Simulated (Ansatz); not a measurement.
Reaction (formal exchange of groups at a Ga–Zn bond): `[SiH3][CH2][Zn][GaH2]` + `N=C(N)F` → `N=[C](N)[GaH2]` + `[F][Zn][CH2][SiH3]`

Computed with Ansatz on PBE0-D4/def2-TZVP structures; ΔE is electronic, products minus reactants. CCSD(T)/CBS is the MP2 limit (def2-TZVPP, def2-QZVPP) plus CCSD(T) − MP2 in def2-TZVPP, frozen cores. DFT in def2-TZVPP. B3LYP here is the variant with VWN-RPA as its local correlation; programs differ in this. For Ga, Zn outer-core shells are correlated without core-valence functions, which leaves a few kJ/mol of doubt a bond. Scalar relativity is left out up to krypton. Each species was taken in one conformer, which may not be the lowest.

**Question.** Is it downhill or uphill in electronic energy at CCSD(T)/CBS, and by how much? (Estimate.)

**Answer.** The calculation gave: Downhill: ΔE = -0.73 eV.

**Question.** What do these levels give: ωB97M-V, B2PLYP, PBE, B3LYP, MP2/def2-TZVPP, CCSD/def2-TZVPP? (Best estimate.)

**Answer.** Ansatz gave: ωB97M-V -0.52, B2PLYP -0.62, PBE -0.48, B3LYP -0.52, MP2/def2-TZVPP -0.75, CCSD/def2-TZVPP -0.61 eV.

Largest T1 diagnostic among the species: 0.015.

The D4 term adds −0.04 eV with B3LYP and −0.02 eV with PBE0; it sums over pairs of atoms, weighted by their polarisabilities, and B3LYP, whose exchange is more repulsive, gets the larger term. From PBE to PBE0 (25 % exact exchange), in def2-TZVPP and without D4, ΔE moves by +0.06 eV.
